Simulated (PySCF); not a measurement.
Orbital picture of ZnH⁻

ωB97X at R = 1.798 Å; basis Zn def2-TZVPPD, H def2-TZVPPD; no relativity; PySCF 2.14. State: ¹Σ⁺ (singlet), closed shell. Only the outer orbitals are listed, counted within each symmetry.

```csv
orbital,occ.,ε (eV),on Zn (%),main shells (%)
1δ,2,-10.23,100,100 Zn d
1δ,2,-10.23,100,100 Zn d
6σ,2,-10.19,98,98 Zn d
3π,2,-10.09,100,100 Zn d
3π,2,-10.09,100,100 Zn d
7σ,2,-5.40,65,"56 Zn s, 37 H s"
8σ,2,-0.99,78,"43 Zn s, 34 Zn p, 23 H s"
4π,0,4.30,100,100 Zn p
4π,0,4.30,100,100 Zn p
9σ,0,4.75,100,101 Zn p
```

**Question.** Which are the highest filled and the lowest empty level, where do they sit, and how wide is the gap?

**Answer.** Highest filled 8σ at -0.99 eV (in %: 43 Zn s, 34 Zn p, 23 H s); lowest empty 4π at 4.30 eV (in %: 100 Zn p); the gap at ωB97X is 5.29 eV. An empty level above zero is unbound, and its energy depends on the basis.

```
bond order (Mayer)                                                                                                : 0.66
⟨S²⟩                                                                                                              : 0.000
charge on Zn (Mulliken, basis-dependent)                                                                          : -0.82
charge on Zn (Löwdin, basis-dependent)                                                                            : -0.60
dipole moment (positive dipole points towards H; it is taken about the centre of mass and depends on that origin) : -0.15 D
```

Shares are Mulliken populations and can fall outside 0 to 100 %.
